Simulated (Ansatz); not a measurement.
Consider the ligand exchange at the Si–C bond: `C=C([SiH3])SC` + `CO[SiH](N)O` → `CO[SiH](N)O[SiH3]` + `C=CSC`.

Isolated molecules relaxed with PBE0-D4/def2-TZVP in Ansatz; ΔE leaves out vibrations. CCSD(T)/CBS adds triple-zeta CCSD(T) − MP2 to the extrapolated MP2 energy (def2 sets, frozen cores). DFT in def2-TZVPP. B3LYP here is the variant with VWN-RPA as its local correlation; programs differ in this. One conformer a species, not always the lowest.

CCSD(T)/CBS gives -1.08 eV.

(1) Another level gave -1.12 eV. Which?
A. PBE/def2-TZVPP
B. HF/def2-TZVPP
C. B3LYP-D4/def2-TZVPP
D. ωB97M-V/def2-TZVPP

Largest T1 diagnostic among the species: 0.012.

Results:

(1) C. B3LYP-D4 -1.12, HF/def2-TZVPP -1.37, PBE -0.97, ωB97M-V -1.08 eV.

In def2-TZVPP, CCSD(T) changes the Hartree–Fock value by +0.29 eV (the triples alone add +0.05 eV) and MP2 by +0.31 eV. From PBE to PBE0 (25 % exact exchange), in def2-TZVPP and without D4, ΔE moves by −0.06 eV.
